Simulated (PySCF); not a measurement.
## Hf²⁺: ionisation energy

Hf²⁺ [Xe] 4f14 5d2 (3F) → Hf³⁺ [Xe] 4f14 5d1 (2D), as a difference of total energies. Calculation: PySCF 2.14, in ANO-RCC-VTZP; the spin-free X2C one-electron Hamiltonian (Gaussian nucleus). Correlated levels: valence and next inner shell: [Kr] 4d10 4f14 frozen. The calculations carry no spin-orbit coupling.

```json
{"method": "UHF", "ionisation energy (eV)": "21.501"}
{"method": "MP2 (valence and next inner shell)", "ionisation energy (eV)": "21.955"}
{"method": "SCS-MP2 (valence and next inner shell)", "ionisation energy (eV)": "21.872"}
{"method": "CCSD (valence and next inner shell)", "ionisation energy (eV)": "21.972"}
{"method": "CCSD(T) (valence and next inner shell)", "ionisation energy (eV)": "21.986"}
```

Problem. How much does correlation contribute at CCSD(T) (valence and next inner shell)?

Solution. 21.986 − (21.501) = 0.485 eV, measured against UHF.

A first-order spin-orbit estimate (lowest level to lowest level, LS coupling) adds 0.053 eV.

Errors of the correlated levels include the incompleteness of this basis and the frozen core.

For comparison: 22.55 ± 0.04 eV (theoretical estimate listed by NIST; NIST Atomic Spectra Database, ionization energies).
